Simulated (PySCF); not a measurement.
# Basis and Hamiltonian dependence of the ionisation energy of Co

Co [Ar] 3d7 4s2 (4F) → Co⁺ [Ar] 3d8 (3F). Calculated with PySCF 2.14 from differences of total energies of unrestricted determinants, without spin-orbit coupling. Values in eV.

```csv
basis,Hamiltonian,functions,UHF,PBE,PBE0,MP2 (valence),CCSD(T) (valence),CCSD(T) (valence and next inner shell)
def2-SVP,non-relativistic,31,8.178,7.709,n/a,7.216,n/a,n/a
6-31G*,non-relativistic,34,9.205,9.030,n/a,8.630,n/a,n/a
x2c-SVPall,spin-free X2C,36,8.245,7.613,n/a,7.172,n/a,n/a
jorge-DZP-DKH,spin-free X2C,43,8.161,n/a,7.955,7.568,n/a,n/a
x2c-TZVPall,spin-free X2C,48,8.283,7.788,7.877,7.423,n/a,n/a
aug-cc-pVDZ,non-relativistic,59,7.830,7.407,7.474,7.052,7.699,n/a
aug-cc-pVDZ-DK,spin-free X2C,59,8.276,7.902,7.961,7.527,8.176,n/a
ANO-RCC-VTZP,spin-free X2C,59,8.118,7.960,7.961,7.102,7.825,7.869
cc-pVTZ,non-relativistic,68,7.850,n/a,7.379,6.894,n/a,n/a
cc-pVTZ-DK,spin-free X2C,68,8.295,n/a,7.870,7.371,n/a,n/a
x2c-QZVPPall,spin-free X2C,103,8.297,7.768,7.860,7.418,8.057,n/a
aug-cc-pwCVTZ,non-relativistic,127,7.854,7.276,7.378,6.917,n/a,n/a
aug-cc-pVQZ,non-relativistic,140,7.850,7.274,7.373,6.907,n/a,n/a
aug-cc-pwCVQZ,non-relativistic,185,7.851,7.271,7.372,6.888,n/a,n/a
```

Extrapolation of MP2 (valence) from aug-cc-pwCVTZ and aug-cc-pwCVQZ: the correlation parts are -0.936 and -0.963 eV; with the X⁻³ form and unrounded values, (4³ × -0.963 − 3³ × -0.936)/(4³ − 3³) = -0.982 eV, and adding the Hartree-Fock value 7.851 eV of the larger basis gives 6.869 eV.

Frozen in the all-electron rows: valence: [Ar]; valence and next inner shell: [Ne].

At UHF, def2-SVP, 6-31G* lie more than 0.3 eV from the median of the rows with comparable relativity.

Non-relativistic rows lack the scalar-relativistic shift.

Reference for a calculation without spin-orbit coupling: 7.869 eV (measured, between term centres; NIST).
